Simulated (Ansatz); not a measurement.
`C[NH][Zr]([Cl])([Cl])[O]C` + HCl → `C[NH][Zr]([Cl])([Cl])[Cl]` + CH₃OH  (ligand exchange at a Zr–O bond)

Calculated with Ansatz (gas phase, PBE0-D4/def2-TZVP geometries, no zero-point term in ΔE). CBS: MP2 limit from def2 TZ/QZ plus the TZ coupled-cluster correction, frozen cores. This one scheme is used for every species. Functionals use def2-TZVPP. HSE06 is defined as in plane-wave codes. Elements past krypton have def2 core potentials. For Zr outer-core shells are correlated without core-valence functions, which leaves a few kJ/mol of doubt a bond. Each species was taken in one conformer, which may not be the lowest.

| level | ΔE (kcal/mol) |
| --- | --- |
| PBE-D4 | -3.3 |
| PBE0-D4 | -4.2 |
| ωB97M-V | -3.2 |
| revPBE | -3.7 |
| BLYP | -2.2 |
| HSE06 | -4.4 |
| RPA@PBE/def2-TZVPP | -1.7 |
| CCSD/def2-SVP | 0.9 |

Q: What does CCSD(T)/CBS give? (Best estimate.)

A: Computed: -3.3 kcal/mol. The listed levels differ from it by 0.0, -0.9, 0.1, -0.4, 1.1, -1.1, 1.6, 4.2 kcal/mol.

Largest T1 diagnostic among the species: 0.016.

From PBE to PBE0 (25 % exact exchange), in def2-TZVPP and without D4, ΔE moves by −0.9 kcal/mol. At CCSD(T), def2-SVP lies +4.2 kcal/mol from the extrapolated value and def2-TZVPP +1.3 kcal/mol.
